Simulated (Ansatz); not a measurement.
A first, cheap relaxation of `COCBF`.

```yaml
crystal:
  periodic: [false, false, false]
  atoms:
    - {symbol: C, position_ang: [-1.098100, -0.063500, 1.108000]}
    - {symbol: O, position_ang: [0.054200, -0.701900, 0.815100]}
    - {symbol: C, position_ang: [0.862700, 0.098100, -0.014300]}
    - {symbol: B, position_ang: [0.769800, -0.275600, -1.537100]}
    - {symbol: F, position_ang: [0.290800, 0.713700, -2.503400]}
    - {symbol: H, position_ang: [-0.957200, 0.888600, 1.732700]}
    - {symbol: H, position_ang: [-1.647400, 0.279400, 0.165900]}
    - {symbol: H, position_ang: [-1.777300, -0.683300, 1.653100]}
    - {symbol: H, position_ang: [0.756900, 1.210600, 0.184700]}
    - {symbol: H, position_ang: [1.952000, -0.124900, 0.286900]}
    - {symbol: H, position_ang: [0.858900, -1.398200, -1.871000]}
basis:
  gaussian: {orbitals: def2-SVP}
hamiltonian: {xc: pbe, dispersion: d4}
relax: {f_tol: 0.03, max_steps: 200}
```

```sh
$ ansatz run in.yaml --threads 4 --pin off --events-out ev --progress --plain --max-ram 10444MiB
```

It prints (some lines left out):

```
Functional definition: PBE
mean field -7597.30139564 eV, -279.1956766538 hartree, gradient 6.4e-5 eV, S^2 0.000000; 0 other end points of the search recorded, 0 dependent functions left out
relax step   1: F+E_penalty+E_count = -7597.46459946 eV  Δ(F+E_penalty+E_count) = +0.000e0 eV  max|allowed force component| = 2.848e0 eV/Å  Δτ_max = 0.0000 Å  (29 SCF iters, accepted)
mean field -7597.48074816 eV, -279.2022677375 hartree, gradient 1.8e-5 eV, S^2 0.000000; 0 other end points of the search recorded, 0 dependent functions left out
relax step   2: F+E_penalty+E_count = -7597.64360214 eV  Δ(F+E_penalty+E_count) = -1.790e-1 eV  max|allowed force component| = 2.449e0 eV/Å  Δτ_max = 0.1911 Å  (34 SCF iters, accepted)
mean field -7597.54549439 eV, -279.2046471175 hartree, gradient 1.6e-5 eV, S^2 0.000000; 0 other end points of the search recorded, 0 dependent functions left out
relax step   3: F+E_penalty+E_count = -7597.70825285 eV  Δ(F+E_penalty+E_count) = -6.465e-2 eV  max|allowed force component| = 2.445e0 eV/Å  Δτ_max = 0.1909 Å  (34 SCF iters, accepted)
mean field -7597.69769882 eV, -279.2102405271 hartree, gradient 8.8e-6 eV, S^2 0.000000; 0 other end points of the search recorded, 0 dependent functions left out
relax step   4: F+E_penalty+E_count = -7597.86172592 eV  Δ(F+E_penalty+E_count) = -1.535e-1 eV  max|allowed force component| = 2.097e0 eV/Å  Δτ_max = 0.0999 Å  (29 SCF iters, accepted)
mean field -7597.82317736 eV, -279.2148517784 hartree, gradient 1.2e-5 eV, S^2 0.000000; 0 other end points of the search recorded, 0 dependent functions left out
relax step   5: F+E_penalty+E_count = -7597.98848895 eV  Δ(F+E_penalty+E_count) = -1.268e-1 eV  max|allowed force component| = 5.864e-1 eV/Å  Δτ_max = 0.1014 Å  (30 SCF iters, accepted)
mean field -7597.76216535 eV, -279.2126096284 hartree, gradient 7.4e-6 eV, S^2 0.000000; 0 other end points of the search recorded, 0 dependent functions left out
relax step   6: F+E_penalty+E_count = -7597.92833696 eV  Δ(F+E_penalty+E_count) = +6.015e-2 eV  max|allowed force component| = 1.225e0 eV/Å  Δτ_max = 0.1860 Å  (30 SCF iters, rejected (line search))
mean field -7597.84482404 eV, -279.2156472792 hartree, gradient 1.8e-5 eV, S^2 0.000000; 0 other end points of the search recorded, 0 dependent functions left out
relax step   7: F+E_penalty+E_count = -7598.01120332 eV  Δ(F+E_penalty+E_count) = -2.271e-2 eV  max|allowed force component| = 1.974e-1 eV/Å  Δτ_max = 0.0929 Å  (28 SCF iters, accepted)
mean field -7597.84805882 eV, -279.2157661553 hartree, gradient 1.8e-5 eV, S^2 0.000000; 0 other end points of the search recorded, 0 dependent functions left out
relax step   8: F+E_penalty+E_count = -7598.01405282 eV  Δ(F+E_penalty+E_count) = -2.849e-3 eV  max|allowed force component| = 1.550e-1 eV/Å  Δτ_max = 0.0536 Å  (29 SCF iters, accepted)
mean field -7597.85223223 eV, -279.2159195254 hartree, gradient 1.6e-5 eV, S^2 0.000000; 0 other end points of the search recorded, 0 dependent functions left out
relax step   9: F+E_penalty+E_count = -7598.01893551 eV  Δ(F+E_penalty+E_count) = -4.883e-3 eV  max|allowed force component| = 8.983e-2 eV/Å  Δτ_max = 0.0636 Å  (29 SCF iters, accepted)
mean field -7597.85482477 eV, -279.2160147993 hartree, gradient 2.3e-5 eV, S^2 0.000000; 0 other end points of the search recorded, 0 dependent functions left out
relax step  10: F+E_penalty+E_count = -7598.02161237 eV  Δ(F+E_penalty+E_count) = -2.677e-3 eV  max|allowed force component| = 1.556e-1 eV/Å  Δτ_max = 0.0645 Å  (29 SCF iters, accepted)
mean field -7597.84275071 eV, -279.2155710857 hartree, gradient 1.8e-5 eV, S^2 0.000000; 0 other end points of the search recorded, 0 dependent functions left out
relax step  11: F+E_penalty+E_count = -7598.00934511 eV  Δ(F+E_penalty+E_count) = +1.227e-2 eV  max|allowed force component| = 6.312e-1 eV/Å  Δτ_max = 0.1901 Å  (35 SCF iters, rejected (line search))
mean field -7597.86537689 eV, -279.2164025824 hartree, gradient 1.4e-5 eV, S^2 0.000000; 0 other end points of the search recorded, 0 dependent functions left out
relax step  12: F+E_penalty+E_count = -7598.03176923 eV  Δ(F+E_penalty+E_count) = -1.016e-2 eV  max|allowed force component| = 1.636e-1 eV/Å  Δτ_max = 0.0951 Å  (30 SCF iters, accepted)
mean field -7597.87505591 eV, -279.2167582800 hartree, gradient 1.4e-5 eV, S^2 0.000000; 0 other end points of the search recorded, 0 dependent functions left out
relax step  13: F+E_penalty+E_count = -7598.04119125 eV  Δ(F+E_penalty+E_count) = -9.422e-3 eV  max|allowed force component| = 2.942e-1 eV/Å  Δτ_max = 0.0967 Å  (29 SCF iters, accepted)
mean field -7597.88275602 eV, -279.2170412538 hartree, gradient 1.2e-5 eV, S^2 0.000000; 0 other end points of the search recorded, 0 dependent functions left out
relax step  14: F+E_penalty+E_count = -7598.04854635 eV  Δ(F+E_penalty+E_count) = -7.355e-3 eV  max|allowed force component| = 5.557e-1 eV/Å  Δτ_max = 0.1472 Å  (29 SCF iters, accepted)
mean field -7597.92537380 eV, -279.2186074284 hartree, gradient 1.5e-5 eV, S^2 0.000000; 0 other end points of the search recorded, 0 dependent functions left out
relax step  15: F+E_penalty+E_count = -7598.09152985 eV  Δ(F+E_penalty+E_count) = -4.298e-2 eV  max|allowed force component| = 4.927e-1 eV/Å  Δτ_max = 0.2000 Å  (34 SCF iters, accepted)
mean field -7597.93828792 eV, -279.2190820136 hartree, gradient 1.6e-5 eV, S^2 0.000000; 0 other end points of the search recorded, 0 dependent functions left out
relax step  16: F+E_penalty+E_count = -7598.10477283 eV  Δ(F+E_penalty+E_count) = -1.324e-2 eV  max|allowed force component| = 4.971e-1 eV/Å  Δτ_max = 0.2000 Å  (34 SCF iters, accepted)
mean field -7597.96341010 eV, -279.2200052365 hartree, gradient 1.6e-5 eV, S^2 0.000000; 0 other end points of the search recorded, 0 dependent functions left out
relax step  17: F+E_penalty+E_count = -7598.12759275 eV  Δ(F+E_penalty+E_count) = -2.282e-2 eV  max|allowed force component| = 5.310e-1 eV/Å  Δτ_max = 0.1998 Å  (33 SCF iters, accepted)
mean field -7597.97153448 eV, -279.2203038021 hartree, gradient 1.5e-5 eV, S^2 0.000000; 0 other end points of the search recorded, 0 dependent functions left out
relax step  18: F+E_penalty+E_count = -7598.13594143 eV  Δ(F+E_penalty+E_count) = -8.349e-3 eV  max|allowed force component| = 2.967e-1 eV/Å  Δτ_max = 0.0397 Å  (28 SCF iters, accepted)
mean field -7597.97634514 eV, -279.2204805905 hartree, gradient 1.6e-5 eV, S^2 0.000000; 0 other end points of the search recorded, 0 dependent functions left out
relax step  19: F+E_penalty+E_count = -7598.14035253 eV  Δ(F+E_penalty+E_count) = -4.411e-3 eV  max|allowed force component| = 1.332e-1 eV/Å  Δτ_max = 0.1875 Å  (34 SCF iters, accepted)
mean field -7597.96733853 eV, -279.2201496039 hartree, gradient 1.6e-5 eV, S^2 0.000000; 0 other end points of the search recorded, 0 dependent functions left out
relax step  20: F+E_penalty+E_count = -7598.13112367 eV  Δ(F+E_penalty+E_count) = +9.229e-3 eV  max|allowed force component| = 3.672e-1 eV/Å  Δτ_max = 0.0665 Å  (29 SCF iters, rejected (line search))
mean field -7597.97863776 eV, -279.2205648426 hartree, gradient 1.4e-5 eV, S^2 0.000000; 0 other end points of the search recorded, 0 dependent functions left out
relax step  21: F+E_penalty+E_count = -7598.14251774 eV  Δ(F+E_penalty+E_count) = -2.165e-3 eV  max|allowed force component| = 1.779e-2 eV/Å  Δτ_max = 0.0332 Å  (28 SCF iters, accepted)
mean field -7597.97863776 eV, -279.2205648426 hartree, gradient 1.4e-5 eV, S^2 0.000000; 1 other end points of the search recorded, 0 dependent functions left out
Total energy: -7598.14254983 eV, -279.2265885003 hartree
Atom 0 at    -1.118383    -0.164121     1.091258 Å, force    -0.012944    -0.011719     0.015968 eV/Å
Atom 1 at     0.225974    -0.557298     0.979742 Å, force     0.011103     0.008336    -0.017789 eV/Å
Atom 2 at     0.926083     0.202680     0.008214 Å, force     0.000062     0.012854     0.007865 eV/Å
Atom 3 at     0.603851    -0.150563    -1.494538 Å, force     0.017091    -0.002281     0.003469 eV/Å
Atom 4 at     1.218908     0.545849    -2.455649 Å, force    -0.004807     0.000767     0.001076 eV/Å
Atom 5 at    -1.219535     0.896048     1.437107 Å, force    -0.000704     0.001741     0.002624 eV/Å
Atom 6 at    -1.674773    -0.253979     0.124750 Å, force     0.001737    -0.000530    -0.008300 eV/Å
Atom 7 at    -1.604708    -0.824993     1.835330 Å, force    -0.006087     0.001198     0.001000 eV/Å
Atom 8 at     0.831221     1.307749     0.191239 Å, force     0.002510    -0.002014    -0.005985 eV/Å
Atom 9 at     2.014238    -0.005812     0.152933 Å, force    -0.001184    -0.008200    -0.004200 eV/Å
Atom 10 at    -0.137576    -1.052560    -1.849787 Å, force    -0.006777    -0.000154     0.004270 eV/Å
Dipole moment:    -0.112401     0.142523     0.063575 e Å
```

It took 23 s on 4 threads of an Arm Neoverse V1 on a shared host, with 0.15 GiB of host memory at the peak.
